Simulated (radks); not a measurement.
Results of a calculation; reference values are marked as such.
Q: Species: Ho39+. Configuration: [Ar] 3d10. Code: a radial shooting solver on a logarithmic mesh with Libxc functionals. Model: scalar-relativistic Kohn-Sham, BLYP, spin-polarised, spherical densities, finite nucleus; Fermi nuclear charge, rms radius 5.2022 fm. Some entries of the table are withheld. Estimate them.

orbital,occ.,eigenvalue (hartree),<1/r> (bohr^-1),r(max) (bohr)
1s,2,-2104.121,(1),0.01311
2s,2,(2),17.73,0.07453
2p,6,-365.7146,16.42,0.06050
3s,2,-135.9763,6.658,0.2091
3p,6,(3),6.248,(4)
3d,10,(5),5.933,0.1664

A: 
(1) 1s <1/r> (bohr^-1): 76.05
(2) 2s eigenvalue (hartree): -404.3573
(3) 3p eigenvalue (hartree): -124.1179
(4) 3p r(max) (bohr): 0.2050
(5) 3d eigenvalue (hartree): -109.5639
